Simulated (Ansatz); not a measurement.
CH6AlNSi (`[SiH3][CH]1[NH][AlH]1`). Total charge 0; spin multiplicity 1.

```json
{"atom": "Si1", "x (Å)": "-0.702", "y (Å)": "1.247", "z (Å)": "-0.351"}
{"atom": "C2", "x (Å)": "0.688", "y (Å)": "0.088", "z (Å)": "0.049"}
{"atom": "N3", "x (Å)": "0.572", "y (Å)": "-1.330", "z (Å)": "-0.492"}
{"atom": "Al4", "x (Å)": "0.394", "y (Å)": "-1.417", "z (Å)": "1.214"}
{"atom": "H5", "x (Å)": "-0.519", "y (Å)": "2.558", "z (Å)": "0.335"}
{"atom": "H6", "x (Å)": "-0.851", "y (Å)": "1.513", "z (Å)": "-1.815"}
{"atom": "H7", "x (Å)": "-1.992", "y (Å)": "0.651", "z (Å)": "0.110"}
{"atom": "H8", "x (Å)": "1.689", "y (Å)": "0.523", "z (Å)": "-0.030"}
{"atom": "H9", "x (Å)": "0.550", "y (Å)": "-1.495", "z (Å)": "-1.483"}
{"atom": "H10", "x (Å)": "0.171", "y (Å)": "-2.338", "z (Å)": "2.463"}
```

(1) List the harmonic frequencies (cm⁻¹, unscaled) at PBE0-D4/def2-TZVP in Ansatz. (Estimate.)

(2) Is this a minimum?

(3) Give the ideal-gas thermochemistry at 298.15 K and 1 bar (rigid rotor, harmonic oscillator; point group C1, symmetry number 1).

(4) Rotational constants (cm⁻¹)?

Results:

(1) The calculation gave: 120, 145, 224, 340, 441, 483, 533, 611, 695, 755, 824, 905, 925, 935, 961, 1018, 1136, 1242, 1995, 2174, 2180, 2202, 3048, 3653.

(2) Yes, all 24 modes are real.

(3) Zero-point energy 164.8 kJ/mol; H(298) − E = 184.3 kJ/mol; entropy 327.3 J/(mol·K), of which translation 164.6, rotation 108.7, vibration 54.1; G(298) − E = 86.7 kJ/mol.

(4) 0.3646, 0.08727, 0.07839.
